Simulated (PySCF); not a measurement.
Run record for `FC(C(C#C)=C)F`: wB97X/def2-SVPD, damping 0.2 at the start, DIIS from the seventh cycle, full TDDFT, 1 singlet.

Method: TDDFT wB97X/def2-SVPD, vertical, gas phase, core orbitals frozen in the response (PySCF 2.14.0, density-fitted response routines). Geometry: GFN2-xTB. The input is one job of a driver script: a line of settings, then coordinates in Å.

Command:
```bash
OMP_NUM_THREADS=1 python probes_run.py task.json out
```

Input:
```
{"job": {"kind": "uv", "xc": "wB97X", "basis": "def2-SVPD", "nstates": 1, "ntriplets": 0, "tda": false, "scf": {"damp": 0.2}}, "charge": 0, "multiplicity": 1}
C      2.034249    -1.399791     0.021962
C      1.124240    -0.621180    -0.056794
C      0.029107     0.271551    -0.145117
C      0.164809     1.589035    -0.262277
C     -1.324306    -0.400383    -0.071296
F     -2.325190     0.438298    -0.425912
F     -1.596996    -0.793367     1.201729
H      2.841262    -2.066414     0.092474
H      1.137748     2.045735    -0.307002
H     -0.693683     2.234989    -0.321361
H     -1.385815    -1.295803    -0.712448
```

Task: Predict the output.

Result: 
```
damping 0.20 in the first 6 cycles
final grid: 100736 points
cycle   1  E = -392.0402237433  dE =  1.207e+00  |g| = 7.502e-01  |ddm| = 1.069e+01
cycle   2  E = -392.1142393264  dE = -7.402e-02  |g| = 4.970e-01  |ddm| = 1.849e+00
cycle   3  E = -392.1361354319  dE = -2.190e-02  |g| = 3.421e-01  |ddm| = 1.283e+00
cycle   4  E = -392.1452360721  dE = -9.101e-03  |g| = 2.509e-01  |ddm| = 6.029e-01
cycle   5  E = -392.1496401166  dE = -4.404e-03  |g| = 1.879e-01  |ddm| = 5.461e-01
cycle   6  E = -392.1459990074  dE =  3.641e-03  |g| = 2.313e-01  |ddm| = 4.961e-01
cycle   7  E = -392.1399139955  dE =  6.085e-03  |g| = 2.866e-01  |ddm| = 6.850e-01
cycle   8  E = -392.1559513782  dE = -1.604e-02  |g| = 1.568e-02  |ddm| = 4.012e-01
cycle   9  E = -392.1560017520  dE = -5.037e-05  |g| = 6.566e-04  |ddm| = 2.805e-02
cycle  10  E = -392.1560018874  dE = -1.354e-07  |g| = 1.789e-04  |ddm| = 5.730e-03
cycle  11  E = -392.1560019000  dE = -1.266e-08  |g| = 8.511e-05  |ddm| = 1.483e-03
cycle  12  E = -392.1560019029  dE = -2.851e-09  |g| = 3.137e-05  |ddm| = 4.636e-04
cycle  13  E = -392.1560019035  dE = -6.165e-10  |g| = 1.415e-05  |ddm| = 1.578e-04
converged SCF energy = -392.1560019035

Static polarisability (au): isotropic 61.085, principal 42.799 56.914 83.542

Singlet excitations
state   eV       nm        f      main configurations
  1   5.7402    216.0   0.00581   H-1->L 0.88
```

H and L stand for HOMO and LUMO; the number after each pair is its weight.

Task: How does the lowest singlet excitation compare with the HOMO–LUMO gap?

Result: HOMO -9.95 eV and LUMO 0.64 eV give a gap of 10.59 eV; S1 at 5.74 eV lies 4.85 eV below it.

Task: Give the mean polarisability as a volume in Å³, and the ratio of the largest to the smallest principal value.

Result: 61.085 au × 0.148185 = 9.05 Å³; 83.542/42.799 = 1.95.

In short: SCF converged in 13 cycles with 178 basis and 641 fitting functions; HOMO -9.95 eV, LUMO 0.64 eV; lowest singlet 5.74 eV; mean polarisability 61.1 au.

Cost: about 40 s of CPU time on one thread; the machine was shared, so the figure is rough.

The values belong to the conformer `[CH:1]#[C:2][C:3](=[CH2:4])[CH:5]([F:6])[F:7]`: C2–C3–C5–F6 -168°.
